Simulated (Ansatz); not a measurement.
`[CH3][Al]([OH])[Br]` + H–F → `[OH][Al]([F])[Br]` + CH₄ at 600 K and 1 bar (ligand exchange at the Al–C bond).

Computed with Ansatz on PBE0-D4/def2-TZVP structures; ΔE is electronic, products minus reactants. CCSD(T)/CBS is the MP2 limit (def2-TZVPP, def2-QZVPP) plus CCSD(T) − MP2 in def2-TZVPP, frozen cores. This one scheme is used for every species. For Br outer-core shells are correlated without core-valence functions, which leaves a few kJ/mol of doubt a bond. Scalar relativity is left out up to krypton. Each species was taken in one conformer, which may not be the lowest.

| species | CCSD(T)/CBS energy (Eh) | H − E (kJ/mol) | S (J/(mol·K)) |
| --- | --- | --- | --- |
| `[CH3][Al]([OH])[Br]` | -2931.11374 | 187.6 | 429.4 |
| H–F | -100.39570 | 42.3 | 194.0 |
| `[OH][Al]([F])[Br]` | -2991.11301 | 89.0 | 382.7 |
| CH₄ | -40.46206 | 140.4 | 215.7 |

H − E and S are ideal-gas, rigid-rotor, harmonic terms from PBE0-D4/def2-TZVP, for one conformer and one mirror image of each species. 1 Eh = 2625.50 kJ/mol, R = 8.31446 J/(mol·K).

Task: By hand: ΔE, ΔH, ΔS and ΔG.

Result: ΔE = (-2991.11301) + (-40.46206) − (-2931.11374) − (-100.39570) = -0.06563 Eh = -172.3 kJ/mol. Δ(H − E) = 89.0 + 140.4 − 187.6 − 42.3 = -0.5, so ΔH = -172.8 kJ/mol. ΔS = 382.7 + 215.7 − 429.4 − 194.0 = -25.0 J/(mol·K). ΔG = -172.8 − 600 × (-25.0)/1000 = -157.8 kJ/mol.

Task: By hand: the equilibrium constant, and the temperature at which ΔG would vanish if ΔH and ΔS stayed fixed.

Result: log₁₀ K = −ΔG/(RT ln 10) = 13.7. ΔG = 0 at ΔH/ΔS = 6912 K, far beyond where these terms or the molecules hold.

ΔH outweighs TΔS. A doubt of 5 kJ/mol in ΔE shifts log₁₀ K by 0.4 here. Other conformers and mirror images would add mixing entropy, several J/(mol·K) or more a flexible species. Modes under 60 cm⁻¹, often nearly free rotors, make the harmonic entropy too high. These are equilibria of isolated gas molecules and say nothing of rates. Largest T1 diagnostic: 0.010 (customary marks: 0.02 for closed shells, 0.045 for open ones).
